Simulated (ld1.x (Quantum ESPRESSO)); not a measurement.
## Configuration tests for terbium (Tb) (TM)

terbium, norm-conserving Troullier–Martins (Kleinman–Bylander form), made with ld1.x (Quantum ESPRESSO) 7.5 (PBE, scalar-relativistic). Core [Kr] 4d10, reference 4f9 5s2 5p6 5d0 6s2 6p0. Waves: 5p (bound): rc 2.05 bohr; 5d (bound, empty): rc 2.50 bohr; 4f (bound): rc 1.45 bohr; 5s (bound): rc 1.75 bohr. Local part: the s channel. Core correction: none.

Occupied shells without a wave of their own: 6s. They enter only through the test configuration that unscreens the potential.

Energies are relative to the spin-unpolarised reference configuration 4f9 5s2 5p6 5d0 6s2 6p0; without spin polarisation the order of configurations can differ from experiment.

```csv
valence configuration,charge,ΔE all-electron (eV),error AE − PS (meV)
4f9 5s2 5p6 5d0 6s1 6p0,+1,6.163,-290
4f9 5s2 5p6 5d0 6s0 6p0,+2,17.687,-787
4f8 5s2 5p6 5d0 6s0 6p0,+3,42.990,-1240
4f8 5s2 5p6 5d1 6s2 6p0,0,4.102,+98
4f8 5s2 5p6 5d0 6s2 6p0,+1,10.049,+218
```

(1) What are ΔE and the potential's error for 4f10 5s2 5p6 5d0 6s0 6p0?

(2) What are ΔE and the potential's error for 4f9 5s2 5p6 5d0.5 6s1.5 6p0?

Levels in the configuration 4f9 5s2 5p6 5d0 6s0 6p0:

```
level  all-electron (eV)  pseudo (eV)
   4f            -16.824      -17.332
   5s            -61.421      -61.862
   5p            -38.691      -39.105
```

Answers

(1) ΔE = 7.937 eV all-electron; the error (AE − PS) is -381 meV.

(2) ΔE = 1.222 eV all-electron; the error (AE − PS) is -101 meV.

The 6s level has no wave, so the channel is fitted at the deeper level alone: the likely source of the large errors.
